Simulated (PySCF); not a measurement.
Si(F)(OMe) (CH₃FOSi), SMILES CO[Si]F (connectivity only; charge and spin as stated), neutral, multiplicity 1.

Coordinates come from a TPSSh-D3(BJ)/def2-SVP optimisation. The values are those of a single conformer.

Computed with M06-2X/def2-TZVPD run with PySCF.

Symmetry labels are those of the subgroup Cs that the program uses (full group Cs).

**Question.** List the valence orbital energies around the gap with their symmetry. (Estimate from the structure and the level; the computed values follow.)

**Answer.** 
```csv
orbital,symmetry,energy (eV)
HOMO−7,A',-15.55
HOMO−6,A',-14.92
HOMO−5,A",-14.71
HOMO−4,A",-14.14
HOMO−3,A',-13.69
HOMO−2,A',-10.94
HOMO−1,A",-10.60
HOMO,A',-8.92
LUMO,A",-0.82
LUMO+1,A',0.35
LUMO+2,A',0.79
LUMO+3,A',1.05
```
